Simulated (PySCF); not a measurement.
Input of a run (PBE0-D3(BJ)/def2-SVP geometry optimisation, gas phase (PySCF 2.14.0)), started from GFN2-xTB:
```
{"job": {"xc": "PBE0", "basis": "def2-SVP", "d3": "d3bj", "grid": 1, "maxiter": 30, "shake": 0.01, "kind": "geom"}, "charge": 0, "multiplicity": 1}
F     -0.659970     1.228020    -0.691660
Si    -0.116320    -0.005210     0.086090
F     -0.690330    -1.239730    -0.738970
Br     2.080730     0.011950    -0.123260
H     -0.580540    -0.029000     1.429910
```

Output (energies in Eh, forces in Eh/bohr):
```
step   0  E = -3062.92810773  max force = 0.037115
step   1  E = -3062.93146142  max force = 0.009028
step   2  E = -3062.93227630  max force = 0.002743
step   3  E = -3062.93229168  max force = 0.000895
step   4  E = -3062.93229354  max force = 0.000090
optimisation converged
```

**Question.** Summarise the run.

**Answer.** The energy falls by 11.0 kJ/mol over 5 energy and gradient evaluations, the largest force component goes from 0.0371 to 9.0e-05 Eh/bohr, and the atoms move by 0.046 Å rms after alignment. Among the bonds, F1–Si2 and Si2–H5 change most and about equally (+0.049 Å). Bonds longer at the end by more than 0.005 Å: 3 of 4; shorter: 1. Among the angles that change most is F1–Si2–F3, from 103.3° to 107.1°. The energy never rose by more than 1e-6 Eh on the way. The first step brought 80 % of the lowering.

**Question.** What are the final bond lengths?

**Answer.** F1–Si2 1.605 Å, Si2–F3 1.605 Å, Si2–Br4 2.187 Å, Si2–H5 1.471 Å. Numbering counts from 1 in the input's order; the species is `F[SiH](F)Br`.

The run used 83 basis functions and 32 SCF cycles in all.

No PBE0-D3(BJ)/def2-SVP frequencies stand behind this structure, so it isn't proved a minimum.
